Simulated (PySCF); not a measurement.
Species: C4H10NPSi2.
Atom-mapped SMILES: `[CH2:1]=[CH:2][C:3]1=[CH:4][P:5]1[N:6]([SiH3:7])[SiH3:8]`

Definitions: NICS(0) = −σiso at the ring centroid; NICS(1) = −σiso and NICS(1)zz = −σzz at ±1 Å along the ring normal z. Level: GIAO PBE0/pcSseg-1 (PySCF, non-relativistic, gas phase) on the GFN2-xTB geometry, one conformer.

Ring bond lengths (Å), with Mayer bond orders in brackets: C3–C4 1.322 (1.57), C4–P5 1.829 (0.97), P5–C3 1.842 (0.84).

Give the NICS values of each ring in ppm.

```csv
ring,type,NICS(0),"NICS(1), two faces","NICS(1)zz, two faces",rms pucker (Å),"centre to ring atoms, mean (Å)"
C3–C4–P5,"3-membered ring with P; formal bonds 1 double, 2 single",-24.9,-6.4 / -11.8,-14.3 / -24.9,0.00,0.96
```

What can be read from them?

- C3–C4–P5: mean NICS(1)zz -19.6 ppm, shielded. N6, outside the ring, lies 1.71 Å from a NICS(1) probe. The two faces differ by 10.6 ppm, so no symmetry operation interchanges them. NICS(0) lies 16 ppm below the mean NICS(1).

What does the geometric index give? HOMA = 1 − mean of α(R − Ropt)² over the ring bonds, with Krygowski's 1993 parameters (CC: Ropt 1.388 Å, α 257.7 Å⁻²; CP: Ropt 1.698 Å, α 118.91 Å⁻²).

- C3–C4–P5: HOMA -0.87; the largest term is that of P5–C3, α(R − Ropt)² = 2.45.

How shielded are the nuclei of the rings and their hydrogens (means over atoms taken as equivalent)?

| atoms | environment | σ isotropic (ppm) | principal values of the symmetric part, first atom (ppm) |
| --- | --- | --- | --- |
| C3 | fully substituted alkene carbon | 33.7 | -96.3, 29.2, 168.1 |
| C4 | alkene CH carbon | 48.1 | -69.5, 35.7, 178.1 |
| P5 | three-coordinate phosphorus | 468.6 | 164.2, 227.5, 1014.1 |
| H on C4 | vinylic hydrogen | 23.01 | 20.0, 23.8, 25.3 |

Rough CPU time on one thread of a shared machine: about 1.7 min. This is the whole shielding run at PBE0/pcSseg-1, SCF included.

The values belong to the conformer `[CH2:1]=[CH:2][C:3]1=[CH:4][P:5]1[N:6]([SiH3:7])[SiH3:8]`: C1–C2–C3–C4 -175°, C4–P5–N6–Si7 -55°.
